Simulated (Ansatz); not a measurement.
Ansatz (a quantum-chemistry and plane-wave program) input (B3LYP-D3(BJ)/def2-TZVP):

Ansatz 0.2 input:
```yaml
crystal:
  periodic: [false, false, false]
  atoms:
    - {symbol: C, position_ang: [-1.27181763, 0.04497988, 0.05803607]}
    - {symbol: C, position_ang: [-0.79276306, -1.25623525, -0.06932325]}
    - {symbol: C, position_ang: [0.57274402, -1.36504895, -0.13660615]}
    - {symbol: C, position_ang: [1.30015021, -0.05938108, -0.06042966]}
    - {symbol: S, position_ang: [-0.00424744, 1.23162066, 0.10135521]}
    - {symbol: H, position_ang: [-2.30176463, 0.35411401, 0.12743714]}
    - {symbol: H, position_ang: [-1.45871037, -2.10793787, -0.11083390]}
    - {symbol: H, position_ang: [1.11161647, -2.29592116, -0.23609882]}
    - {symbol: H, position_ang: [1.97096976, 0.00686322, 0.80157416]}
    - {symbol: H, position_ang: [1.89596663, 0.15106361, -0.95382408]}
basis:
  gaussian:
    orbitals: def2-TZVP
hamiltonian:
  xc: b3lyp
  dispersion: d3bj
magnetization: {spin_polarized: true, initial_magnetization: 1}
phonons: {temperatures: {t_min: 298.15, t_max: 298.15, t_step: 100}}
```

Output:

```
Functional definition: B3LYP
integrals: 0.11 GiB planned
1211 factors; their error is unknown
mean field: 1.31 GiB planned
mean field evaluation 1: about -15050.5186 eV, gradient 5.5e1 eV
mean field evaluation 2: about -15001.5991 eV, gradient 1.0e2 eV
mean field evaluation 4: about -15064.8527 eV, gradient 1.4e1 eV
mean field evaluation 8: about -15065.9259 eV, gradient 2.2e-1 eV
mean field evaluation 16: about -15065.9260 eV, gradient 1.3e-3 eV
mean field -15065.92602263 eV, -553.6625692804 hartree, gradient 5.2e-5 eV, S^2 0.771058; 0 other end points of the search recorded, 0 dependent functions left out
the calculation of the forces begins
reference -15065.92626885 eV, -553.6625783285 hartree; 23, 22 occupied and 168, 169 virtual orbitals, 1211 factors
these checks for a lower state are left out or cut short: stability, starts, cluster_reference, orbital_swaps, neighbouring_geometries, increment
integrals: 0.11 GiB planned
1211 factors; their error is unknown
mean field: 1.31 GiB planned
mean field -15065.92586839 eV, -553.6625636120 hartree, gradient 1.9e-6 eV, S^2 0.771085; 0 other end points of the search recorded, 0 dependent functions left out
the calculation of the forces begins
reference -15065.92611457 eV, -553.6625726588 hartree; 23, 22 occupied and 168, 169 virtual orbitals, 1211 factors
these checks for a lower state are left out or cut short: stability, starts, cluster_reference, orbital_swaps, neighbouring_geometries, increment
integrals: 0.11 GiB planned
1211 factors; their error is unknown
mean field: 1.31 GiB planned
mean field evaluation 32: about -15065.9258 eV, gradient 4.0e-1 eV
mean field -15065.92587386 eV, -553.6625638131 hartree, gradient 2.8e-6 eV, S^2 0.771028; 0 other end points of the search recorded, 0 dependent functions left out
the calculation of the forces begins
reference -15065.92612011 eV, -553.6625728625 hartree; 23, 22 occupied and 168, 169 virtual orbitals, 1211 factors
these checks for a lower state are left out or cut short: stability, starts, cluster_reference, orbital_swaps, neighbouring_geometries, increment
integrals: 0.11 GiB planned
1211 factors; their error is unknown
mean field: 1.31 GiB planned
mean field -15065.92590158 eV, -553.6625648316 hartree, gradient 2.6e-6 eV, S^2 0.771036; 0 other end points of the search recorded, 0 dependent functions left out
the calculation of the forces begins
reference -15065.92614781 eV, -553.6625738804 hartree; 23, 22 occupied and 168, 169 virtual orbitals, 1211 factors
these checks for a lower state are left out or cut short: stability, starts, cluster_reference, orbital_swaps, neighbouring_geometries, increment
integrals: 0.11 GiB planned
1211 factors; their error is unknown
mean field: 1.30 GiB planned
mean field -15065.92593609 eV, -553.6625661000 hartree, gradient 3.1e-6 eV, S^2 0.771079; 0 other end points of the search recorded, 0 dependent functions left out
the calculation of the forces begins
reference -15065.92618229 eV, -553.6625751475 hartree; 23, 22 occupied and 168, 169 virtual orbitals, 1211 factors
these checks for a lower state are left out or cut short: stability, starts, cluster_reference, orbital_swaps, neighbouring_geometries, increment
integrals: 0.11 GiB planned
1211 factors; their error is unknown
mean field: 1.31 GiB planned
mean field -15065.92582231 eV, -553.6625619185 hartree, gradient 2.7e-6 eV, S^2 0.771013; 0 other end points of the search recorded, 0 dependent functions left out
the calculation of the forces begins
reference -15065.92606860 eV, -553.6625709694 hartree; 23, 22 occupied and 168, 169 virtual orbitals, 1211 factors
these checks for a lower state are left out or cut short: stability, starts, cluster_reference, orbital_swaps, neighbouring_geometries, increment
integrals: 0.11 GiB planned
[...]
integrals: 0.11 GiB planned
1211 factors; their error is unknown
mean field: 1.31 GiB planned
mean field -15065.92591915 eV, -553.6625654774 hartree, gradient 2.7e-6 eV, S^2 0.771058; 0 other end points of the search recorded, 0 dependent functions left out
the calculation of the forces begins
reference -15065.92616529 eV, -553.6625745229 hartree; 23, 22 occupied and 168, 169 virtual orbitals, 1211 factors
these checks for a lower state are left out or cut short: stability, starts, cluster_reference, orbital_swaps, neighbouring_geometries, increment
integrals: 0.11 GiB planned
1211 factors; their error is unknown
mean field: 1.31 GiB planned
mean field -15065.92597852 eV, -553.6625676590 hartree, gradient 2.8e-6 eV, S^2 0.771058; 0 other end points of the search recorded, 0 dependent functions left out
the calculation of the forces begins
reference -15065.92622480 eV, -553.6625767098 hartree; 23, 22 occupied and 168, 169 virtual orbitals, 1211 factors
these checks for a lower state are left out or cut short: stability, starts, cluster_reference, orbital_swaps, neighbouring_geometries, increment
integrals: 0.11 GiB planned
1211 factors; their error is unknown
mean field: 1.31 GiB planned
mean field evaluation 224: about -15065.9260 eV, gradient 5.0e-3 eV
mean field -15065.92597883 eV, -553.6625676705 hartree, gradient 2.8e-6 eV, S^2 0.771058; 0 other end points of the search recorded, 0 dependent functions left out
the calculation of the forces begins
reference -15065.92622503 eV, -553.6625767182 hartree; 23, 22 occupied and 168, 169 virtual orbitals, 1211 factors
these checks for a lower state are left out or cut short: stability, starts, cluster_reference, orbital_swaps, neighbouring_geometries, increment
integrals: 0.11 GiB planned
1211 factors; their error is unknown
mean field: 1.30 GiB planned
mean field -15065.92600769 eV, -553.6625687310 hartree, gradient 2.7e-6 eV, S^2 0.771058; 0 other end points of the search recorded, 0 dependent functions left out
the calculation of the forces begins
reference -15065.92625391 eV, -553.6625777795 hartree; 23, 22 occupied and 168, 169 virtual orbitals, 1211 factors
these checks for a lower state are left out or cut short: stability, starts, cluster_reference, orbital_swaps, neighbouring_geometries, increment
integrals: 0.11 GiB planned
1211 factors; their error is unknown
mean field: 1.31 GiB planned
mean field -15065.92590074 eV, -553.6625648007 hartree, gradient 2.8e-6 eV, S^2 0.771053; 0 other end points of the search recorded, 0 dependent functions left out
the calculation of the forces begins
reference -15065.92614690 eV, -553.6625738469 hartree; 23, 22 occupied and 168, 169 virtual orbitals, 1211 factors
these checks for a lower state are left out or cut short: stability, starts, cluster_reference, orbital_swaps, neighbouring_geometries, increment
integrals: 0.11 GiB planned
1211 factors; their error is unknown
mean field: 1.31 GiB planned
mean field -15065.92597152 eV, -553.6625674020 hartree, gradient 2.8e-6 eV, S^2 0.771062; 0 other end points of the search recorded, 0 dependent functions left out
the calculation of the forces begins
reference -15065.92621779 eV, -553.6625764521 hartree; 23, 22 occupied and 168, 169 virtual orbitals, 1211 factors
these checks for a lower state are left out or cut short: stability, starts, cluster_reference, orbital_swaps, neighbouring_geometries, increment
integrals: 0.11 GiB planned
1211 factors; their error is unknown
mean field: 1.30 GiB planned
mean field evaluation 256: about -15065.9260 eV, gradient 2.7e-6 eV
mean field -15065.92601204 eV, -553.6625688912 hartree, gradient 2.7e-6 eV, S^2 0.771061; 0 other end points of the search recorded, 0 dependent functions left out
the calculation of the forces begins
reference -15065.92625827 eV, -553.6625779400 hartree; 23, 22 occupied and 168, 169 virtual orbitals, 1211 factors
these checks for a lower state are left out or cut short: stability, starts, cluster_reference, orbital_swaps, neighbouring_geometries, increment
integrals: 0.11 GiB planned
1211 factors; their error is unknown
mean field: 1.31 GiB planned
mean field -15065.92598989 eV, -553.6625680770 hartree, gradient 2.8e-6 eV, S^2 0.771055; 0 other end points of the search recorded, 0 dependent functions left out
the calculation of the forces begins
reference -15065.92623608 eV, -553.6625771244 hartree; 23, 22 occupied and 168, 169 virtual orbitals, 1211 factors
these checks for a lower state are left out or cut short: stability, starts, cluster_reference, orbital_swaps, neighbouring_geometries, increment
integrals: 0.11 GiB planned
1211 factors; their error is unknown
mean field: 1.31 GiB planned
mean field -15065.92601215 eV, -553.6625688951 hartree, gradient 2.7e-6 eV, S^2 0.771055; 0 other end points of the search recorded, 0 dependent functions left out
the calculation of the forces begins
reference -15065.92625843 eV, -553.6625779458 hartree; 23, 22 occupied and 168, 169 virtual orbitals, 1211 factors
these checks for a lower state are left out or cut short: stability, starts, cluster_reference, orbital_swaps, neighbouring_geometries, increment
integrals: 0.11 GiB planned
1211 factors; their error is unknown
mean field: 1.31 GiB planned
mean field -15065.92594427 eV, -553.6625664007 hartree, gradient 2.8e-6 eV, S^2 0.771060; 0 other end points of the search recorded, 0 dependent functions left out
the calculation of the forces begins
reference -15065.92619042 eV, -553.6625754463 hartree; 23, 22 occupied and 168, 169 virtual orbitals, 1211 factors
these checks for a lower state are left out or cut short: stability, starts, cluster_reference, orbital_swaps, neighbouring_geometries, increment
integrals: 0.11 GiB planned
1211 factors; their error is unknown
mean field: 1.31 GiB planned
mean field -15065.92601447 eV, -553.6625689804 hartree, gradient 2.8e-6 eV, S^2 0.771053; 0 other end points of the search recorded, 0 dependent functions left out
the calculation of the forces begins
reference -15065.92626069 eV, -553.6625780287 hartree; 23, 22 occupied and 168, 169 virtual orbitals, 1211 factors
these checks for a lower state are left out or cut short: stability, starts, cluster_reference, orbital_swaps, neighbouring_geometries, increment
integrals: 0.11 GiB planned
1211 factors; their error is unknown
mean field: 1.30 GiB planned
mean field evaluation 288: about -15065.9260 eV, gradient 3.3e-4 eV
mean field -15065.92600201 eV, -553.6625685226 hartree, gradient 2.7e-6 eV, S^2 0.771063; 0 other end points of the search recorded, 0 dependent functions left out
the calculation of the forces begins
reference -15065.92624822 eV, -553.6625775705 hartree; 23, 22 occupied and 168, 169 virtual orbitals, 1211 factors
these checks for a lower state are left out or cut short: stability, starts, cluster_reference, orbital_swaps, neighbouring_geometries, increment
integrals: 0.11 GiB planned
1211 factors; their error is unknown
mean field: 1.31 GiB planned
mean field -15065.92596704 eV, -553.6625672373 hartree, gradient 2.8e-6 eV, S^2 0.771056; 0 other end points of the search recorded, 0 dependent functions left out
the calculation of the forces begins
reference -15065.92621331 eV, -553.6625762874 hartree; 23, 22 occupied and 168, 169 virtual orbitals, 1211 factors
these checks for a lower state are left out or cut short: stability, starts, cluster_reference, orbital_swaps, neighbouring_geometries, increment
integrals: 0.11 GiB planned
1211 factors; their error is unknown
mean field: 1.31 GiB planned
mean field -15065.92594312 eV, -553.6625663582 hartree, gradient 2.7e-6 eV, S^2 0.771060; 0 other end points of the search recorded, 0 dependent functions left out
the calculation of the forces begins
reference -15065.92618928 eV, -553.6625754043 hartree; 23, 22 occupied and 168, 169 virtual orbitals, 1211 factors
Total energy: -15066.37459754 eV, -553.6790541043 hartree
Atom 0 at    -1.271818     0.044980     0.058036 Å, force    -0.000487     0.000078     0.000027 eV/Å
Atom 1 at    -0.792763    -1.256235    -0.069323 Å, force     0.000484     0.000563     0.000026 eV/Å
Atom 2 at     0.572744    -1.365049    -0.136606 Å, force    -0.000157    -0.000409    -0.000027 eV/Å
Atom 3 at     1.300150    -0.059381    -0.060430 Å, force     0.000371     0.000092    -0.000008 eV/Å
Atom 4 at    -0.004247     1.231621     0.101355 Å, force    -0.000076     0.000045     0.000007 eV/Å
Atom 5 at    -2.301765     0.354114     0.127437 Å, force     0.000207     0.000074    -0.000003 eV/Å
Atom 6 at    -1.458710    -2.107938    -0.110834 Å, force    -0.000262    -0.000432    -0.000024 eV/Å
Atom 7 at     1.111616    -2.295921    -0.236099 Å, force     0.000147     0.000050    -0.000002 eV/Å
Atom 8 at     1.970970     0.006863     0.801574 Å, force    -0.000111    -0.000036     0.000067 eV/Å
Atom 9 at     1.895967     0.151064    -0.953824 Å, force    -0.000116    -0.000025    -0.000062 eV/Å
Dipole moment:     0.099214    -0.198991    -0.020586 e Å
Vibrations: 189.58 471.38 541.50 575.46 615.89 660.63 758.73 848.93 874.09 913.74 967.77 1073.12 1100.67 1112.82 1238.14 1280.83 1396.46 1452.21 1480.93 3008.88 3029.85 3190.22 3213.51 3246.19 cm⁻¹, zero-point energy 2.060713 eV
```

It need not be the lowest isomer of its formula.
